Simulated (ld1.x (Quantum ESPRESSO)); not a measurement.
Logarithmic derivatives: O, TM

ld1.x (Quantum ESPRESSO) 7.5 input, shortened:

```
&input
   title='O', zed=8., rel=1, dft='PBESOL', iswitch=3,
   config='[He] 2s2 2p4 3d-2'
 /
 &inputp
   pseudotype=2, tm=.true., lloc=-2, rcloc=1.15,
   nlcc=.true., rcore=0.75
 /
3
2S  1  0   2.00   0.00  0.75  0.75  0.0
2P  2  1   4.00   0.00  1.70  1.70  0.0
3D  3  2  -2.00   0.10  1.65  1.65  0.0
 &test
   configts(1)='2s2 2p4'
 /
```

The phase is arctan(r·u′/u) with u = r·R(r), unwrapped; energies in Ry, scanned from -4 to 5 Ry. A pole is an energy at which the radial function vanishes at the test radius. The pseudo phase is shifted by a multiple of π to meet the all-electron one at the reference energy, and phase errors are pseudo minus all-electron; the curves can meet again beyond the range given. Levels narrower than the energy grid can be missing from the lists of poles.

```tsv
channel	radius (bohr)	reference energy (Ry)	poles, all-electron	poles, pseudo	unbroken range about the reference energy with phases within 0.05 rad	phase error 1 Ry above the reference energy (rad)
s	1.85	-1.75	-1.03	-1.02	below 2.8	+0.001
p	1.85	-0.66	0.10	0.11	below 2.5	+0.004
d	1.85	0.10	none	none	the whole range	+0.000
```

Phases in the p channel:

```tsv
E (Ry)	all-electron	pseudo
-4.00	1.281	1.282
-3.52	1.256	1.257
-3.04	1.222	1.224
-2.56	1.174	1.175
-2.08	1.093	1.095
-1.60	0.926	0.929
-1.12	0.396	0.400
-0.64	-0.949	-0.949
-0.16	-1.460	-1.458
0.32	-1.635	-1.630
0.80	-1.734	-1.727
1.28	-1.815	-1.802
1.76	-1.896	-1.876
2.24	-1.995	-1.960
2.72	-2.138	-2.073
3.20	-2.373	-2.242
3.68	-2.796	-2.523
4.16	-3.414	-2.989
4.64	-3.917	-3.552
```
